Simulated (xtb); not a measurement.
Job for xtb: GFN2-xTB on HIMg (SMILES [MgH][I]), a point of a bond scan (R = 3.365 Å).

```
$ xtb mol.xyz --gfn 2 --sp --chrg 0 --uhf 0
3

Mg    -0.00000000    -0.00000000    -2.02827611
H      0.00000000     0.00000000    -5.39313623
I      0.00000000     0.00000000     0.52924565
```

The log:

```
[...]
           -------------------------------------------------
          |                Calculation Setup                |
           -------------------------------------------------



molecular fragmentation (1/2 indicates fragments):
121
# atoms in fragment 1/2:     2     1
 fragment masses (1/2) :      151.21        1.01
CMA distance (Bohr)    :  10.415
constraining FC (au)   :  0.0500

           -------------------------------------------------
          |                 G F N 2 - x T B                 |
           -------------------------------------------------

        Reference                      10.1021/acs.jctc.8b01176
      * Hamiltonian:
        H0-scaling (s, p, d)           1.850000    2.230000    2.230000
        zeta-weighting                 0.500000
      * Dispersion:
        s8                             2.700000
        a1                             0.520000
        a2                             5.000000
        s9                             5.000000
      * Repulsion:
        kExp                           1.500000    1.000000
        rExp                           1.000000
      * Coulomb:
        alpha                          2.000000
        third order                    shell-resolved
        anisotropic                    true
        a3                             3.000000
        a5                             4.000000
        cn-shift                       1.200000
        cn-exp                         4.000000
        max-rad                        5.000000


          ...................................................
          :                      SETUP                      :
          :.................................................:
          :  # basis functions                  21          :
          :  # atomic orbitals                  19          :
          :  # shells                            7          :
          :  # electrons                        10          :
          :  max. iterations                   250          :
          :  Hamiltonian                  GFN2-xTB          :
          :  restarted?                      false          :
          :  GBSA solvation                  false          :
          :  PC potential                    false          :
          :  electronic temp.          300.0000000     K    :
          :  accuracy                    1.0000000          :
          :  -> integral cutoff          0.2500000E+02      :
          :  -> integral neglect         0.1000000E-07      :
          :  -> SCF convergence          0.1000000E-05 Eh   :
          :  -> wf. convergence          0.1000000E-03 e    :
          :  Broyden damping             0.4000000          :
          :  net charge                          0          :
          :  unpaired electrons                  0          :
          ...................................................

 iter      E             dE          RMSdq      gap      omega  full diag
   1      0.7210628  0.721063E+00  0.374E+01    2.49       0.0  T
   2     -0.7307188 -0.145178E+01  0.645E+01    0.00       1.0  T
   3     -3.6669949 -0.293628E+01  0.254E+01    5.62       1.0  T
   4     -4.2801641 -0.613169E+00  0.193E+01    1.50       1.0  T
   5     -4.7093015 -0.429137E+00  0.240E+01    1.18       1.0  T
   6     -4.2406053  0.468696E+00  0.170E+01    2.82       1.0  T
   7     -4.4320188 -0.191414E+00  0.153E+01    3.90       1.0  T
   8     -4.3669313  0.650875E-01  0.113E+01    4.23       1.0  T
   9     -4.4384491 -0.715178E-01  0.113E+01    3.75       1.0  T
  10     -4.5969875 -0.158538E+00  0.119E+01    2.86       1.0  T
  11     -4.5670429  0.299446E-01  0.124E+01    2.98       1.0  T
  12     -4.6958575 -0.128815E+00  0.254E+01    1.40       1.0  T
  13     -4.7333356 -0.374782E-01  0.128E+01    1.44       1.0  T
  14     -4.6288152  0.104520E+00  0.197E+01    1.66       1.0  T
  15     -4.6808784 -0.520632E-01  0.165E+01    1.54       1.0  T
  16     -4.7668904 -0.860120E-01  0.661E+00    2.57       1.0  T
  17     -4.7425446  0.243458E-01  0.940E+00    1.44       1.0  T
  18     -4.8416293 -0.990847E-01  0.270E+00    1.69       1.0  T
  19     -4.8515979 -0.996862E-02  0.271E+00    1.45       1.0  T
  20     -4.8482039  0.339403E-02  0.192E+00    1.62       1.0  T
  21     -4.8525159 -0.431196E-02  0.229E+00    1.45       1.0  T
  22     -4.8550053 -0.248941E-02  0.129E+00    1.47       1.0  T
  23     -4.8549271  0.781312E-04  0.105E+00    1.47       1.0  T
  24     -4.8554791 -0.551919E-03  0.111E+00    1.51       1.0  T
  25     -4.8544445  0.103458E-02  0.176E+00    1.54       1.0  T
  26     -4.8534761  0.968336E-03  0.213E+00    1.55       1.0  T
  27     -4.8531344  0.341748E-03  0.227E+00    1.56       1.0  T
  28     -4.8532362 -0.101771E-03  0.223E+00    1.56       1.0  T
  29     -4.8537076 -0.471438E-03  0.204E+00    1.55       1.0  T
  30     -4.8544348 -0.727204E-03  0.169E+00    1.54       1.0  T
  31     -4.8551332 -0.698437E-03  0.123E+00    1.53       1.0  T
  32     -4.8556556 -0.522310E-03  0.739E-01    1.51       1.0  T
  33     -4.8558995 -0.243972E-03  0.366E-01    1.50       1.0  T
  34     -4.8559646 -0.650936E-04  0.153E-01    1.50       1.0  T
  35     -4.8559737 -0.909862E-05  0.618E-02    1.50       1.0  T
  36     -4.8559745 -0.760099E-06  0.284E-02    1.49       2.0  T
  37     -4.8559746 -0.117472E-06  0.103E-02    1.49       5.6  T
  38     -4.8559746 -0.136421E-07  0.239E-03    1.49      24.2  T
  39     -4.8559746  0.133380E-07  0.397E-03    1.49      14.6  T
  40     -4.8559746 -0.263391E-07  0.534E-04    1.49     108.2  T
  41     -4.8559746 -0.102766E-09  0.174E-04    1.49     332.7  T

   *** convergence criteria satisfied after 41 iterations ***

         #    Occupation            Energy/Eh            Energy/eV
      -------------------------------------------------------------
         1        2.0000           -0.7371288             -20.0583
         2        2.0000           -0.4524758             -12.3125
         3        2.0000           -0.4227788             -11.5044
         4        2.0000           -0.4227788             -11.5044
         5        2.0000           -0.3673215              -9.9953 (HOMO)
         6                         -0.3123907              -8.5006 (LUMO)
         7                         -0.0686016              -1.8667
         8                         -0.0686016              -1.8667
         9                         -0.0094083              -0.2560
        10                         -0.0094083              -0.2560
       ...                                ...                  ...
        19                          1.3737516              37.3817
      -------------------------------------------------------------
                  HL-Gap            0.0549309 Eh            1.4947 eV
             Fermi-level           -0.3398546 Eh           -9.2479 eV

 SCC (total)                   0 d,  0 h,  0 min,  0.006 sec
 SCC setup                      ...        0 min,  0.000 sec (  1.071%)
 Dispersion                     ...        0 min,  0.000 sec (  0.319%)
 classical contributions        ...        0 min,  0.000 sec (  0.176%)
 integral evaluation            ...        0 min,  0.000 sec (  7.952%)
 iterations                     ...        0 min,  0.005 sec ( 81.137%)
 molecular gradient             ...        0 min,  0.001 sec (  8.214%)
 printout                       ...        0 min,  0.000 sec (  0.963%)

         :::::::::::::::::::::::::::::::::::::::::::::::::::::
         ::                     SUMMARY                     ::
         :::::::::::::::::::::::::::::::::::::::::::::::::::::
         :: total energy              -4.847771909061 Eh    ::
         :: gradient norm              0.039815640866 Eh/a0 ::
         :: HOMO-LUMO gap              1.494745018927 eV    ::
         ::.................................................::
         :: SCC energy                -4.855976013632 Eh    ::
         :: -> isotropic ES            0.033839295181 Eh    ::
         :: -> anisotropic ES          0.007510044957 Eh    ::
         :: -> anisotropic XC         -0.008512408165 Eh    ::
         :: -> dispersion             -0.001852842026 Eh    ::
         :: repulsion energy           0.008204104571 Eh    ::
         :: add. restraining           0.000000000000 Eh    ::
         :: total charge               0.000000000000 e     ::
         :::::::::::::::::::::::::::::::::::::::::::::::::::::

           -------------------------------------------------
          |                Property Printout                |
           -------------------------------------------------

    * Orbital Energies and Occupations

         #    Occupation            Energy/Eh            Energy/eV
      -------------------------------------------------------------
         1        2.0000           -0.7371288             -20.0583
         2        2.0000           -0.4524758             -12.3125
         3        2.0000           -0.4227788             -11.5044
         4        2.0000           -0.4227788             -11.5044
         5        2.0000           -0.3673215              -9.9953 (HOMO)
         6                         -0.3123907              -8.5006 (LUMO)
         7                         -0.0686016              -1.8667
         8                         -0.0686016              -1.8667
         9                         -0.0094083              -0.2560
        10                         -0.0094083              -0.2560
        11                         -0.0067981              -0.1850
        12                         -0.0067981              -0.1850
        13                          0.0127852               0.3479
        14                          0.0355036               0.9661
        15                          0.0355036               0.9661
        16                          0.0645358               1.7561
       ...                                ...                  ...
        19                          1.3737516              37.3817
      -------------------------------------------------------------
                  HL-Gap            0.0549309 Eh            1.4947 eV
             Fermi-level           -0.3398546 Eh           -9.2479 eV

     #   Z          covCN         q      C6AA      α(0)
     1  12 Mg       0.793     0.411   347.232    56.552
     2   1 H        0.000    -0.197    26.309     9.379
     3  53 I        0.793    -0.214   387.531    33.984

 Mol. C6AA /au·bohr⁶  :       1760.882912
 Mol. C8AA /au·bohr⁸  :     136332.707756
 Mol. α(0) /au        :         99.915636


Wiberg/Mayer (AO) data.
largest (>0.10) Wiberg bond orders for each atom

 ---------------------------------------------------------------------------
     #   Z sym  total        # sym  WBO       # sym  WBO       # sym  WBO
 ---------------------------------------------------------------------------
     1  12 Mg   1.848 --     3 I    1.090     2 H    0.757
     2   1 H    0.757 --     1 Mg   0.757
     3  53 I    1.090 --     1 Mg   1.090
 ---------------------------------------------------------------------------

Topologies differ in total number of bonds
Writing topology from bond orders to xtbtopo.mol

molecular dipole:
                 x           y           z       tot (Debye)
 q only:        0.000       0.000       0.216
   full:       -0.000       0.000      -0.451       1.147
molecular quadrupole (traceless):
                xx          xy          yy          xz          yz          zz
 q only:        7.302       0.000       7.302       0.000       0.000     -14.604
  q+dip:        8.585       0.000       8.585      -0.000       0.000     -17.170
   full:       11.884       0.000      11.884      -0.000       0.000     -23.768


           -------------------------------------------------
          | TOTAL ENERGY               -4.847771909061 Eh   |
          | GRADIENT NORM               0.039815640866 Eh/α |
Note: The following floating-point exceptions are signalling: IEEE_UNDERFLOW_FLAG IEEE_DENORMAL
normal termination of xtb
          | HOMO-LUMO GAP               1.494745018927 eV   |
           -------------------------------------------------

------------------------------------------------------------------------
------------------------------------------------------------------------
 total:
 SCF:
```

The run finished.

Cost: very roughly 0.03 core-seconds.
